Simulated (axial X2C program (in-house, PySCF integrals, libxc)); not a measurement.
# Bond lengths and stretching modes, held linear, of TeSH

Calculated with an axial X2C code built on PySCF integrals: two-component X2C with atomic mean-field Coulomb and Gaunt terms, Gaussian nuclei, basis Te dyall-v3z, S dyall-av3z, H dyall-v3z with contracted cores. Spin-free rows use the one-electron spin-free X2C Hamiltonian.

Masses Te 129.906, S 31.972, H 1.008 u. States: spin-free M_S = 3/2, Λ = 0 (beyond evenly filled blocks: σα, π+α, π-α).

PBE0, spin-free: energies above the lowest point

```tsv
r(Te–S) (Å)	r(S–H) (Å)	E (meV)
2.4151	1.3387	87.91
2.4151	1.3730	54.85
2.4151	1.4073	45.24
2.4770	1.3387	38.34
2.4770	1.3730	12.34
2.4770	1.4073	10.34
2.4770	1.4417	27.73
2.5389	1.3387	20.07
2.5389	1.3730	0.00
2.5389	1.4073	4.41
2.6008	1.3730	10.94
2.6008	1.4417	50.88
```

Fit a quadratic surface with cubic terms in each bond: where is the minimum, and what are the two stretching wavenumbers?

At PBE0, spin-free: bonds 2.532 and 1.385 Å; harmonic stretches 242.4 and 2291.6 cm⁻¹; force constants 0.98, 3.05 and coupling 0.48 mdyn/Å.

The other levels and Hamiltonians give:

```tsv
Hamiltonian	level	r(Te–S) (Å)	r(S–H) (Å)	lower stretch (cm⁻¹)	upper stretch (cm⁻¹)
spin-free	HF	2.632	1.340	197.8	2547.3
spin-free	B3LYP	2.615	1.377	186.7	2298.0
spin-free	MP2	2.530	1.369	256.6	2435.9
```

Each state is one determinant, the lowest of a limited PBE0 search; the stretches come from a fit to these few points and carry an uncertainty of a few per cent. Other orders of the atoms were not compared. Left out for rough or failed fits: PBE0 2c, HF 2c, B3LYP 2c, MP2 2c. The levels spread by more than a fifth, so the stretches depend strongly on the method. MP2 freezes inner shells (threshold -2 hartree). The molecule was held linear; bending was not examined, so a bent shape may lie lower. Hydrosulfides and their kin are strongly bent in nature, so this linear model does not describe the real molecule. Note: several unpaired electrons, one determinant need not be a pure state.
